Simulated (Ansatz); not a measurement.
Stepwise reaction of `O[SiH2][SiH](O)Cl` with hydrogen chloride, as a gas-phase model of exchange steps in deposition or etching. ΔE in kJ/mol.

Program: Ansatz. Geometries: PBE0-D4/def2-TZVP. ΔE: electronic, gas phase. CBS: MP2 limit from def2 TZ/QZ plus the TZ coupled-cluster correction, frozen cores. This one scheme is used for every species. Functionals use def2-TZVPP. B3LYP here is the variant with VWN-RPA as its local correlation; programs differ in this. One conformer a species, not always the lowest.

```json
{"step": "2", "reaction": "`O[Si@@H](Cl)[Si@@H](O)Cl` + HCl → `O[SiH](Cl)[Si](O)(Cl)Cl` + H₂", "PBE-D4": "-91.3", "B3LYP-D4": "-90.1", "ωB97M-V": "-90.4", "CCSD(T)/CBS": "-88.4"}
```

Task: Give the row of step 1, `O[SiH2][SiH](O)Cl` + HCl → `O[Si@@H](Cl)[Si@@H](O)Cl` + H₂. (An estimate is asked.)

Result: The calculation gave: 
```tsv
step	reaction	PBE-D4	B3LYP-D4	ωB97M-V	CCSD(T)/CBS
1	`O[SiH2][SiH](O)Cl` + HCl → `O[Si@@H](Cl)[Si@@H](O)Cl` + H₂	-94.2	-93.2	-93.6	-92.5
```

Task: By hand: ΔE of the 2 steps together at CCSD(T)/CBS.

Result: (-92.5) + (-88.4) = -180.9 kJ/mol, or -90.5 kJ/mol a step.

In ΔE the steps differ by no more than 4.1 kJ/mol. All are downhill at CCSD(T)/CBS. PBE-D4 differs from CCSD(T)/CBS by -2.9 to -1.7 kJ/mol a step. Isolated molecules leave out the surface, adducts and barriers. Largest T1 diagnostic: 0.011.
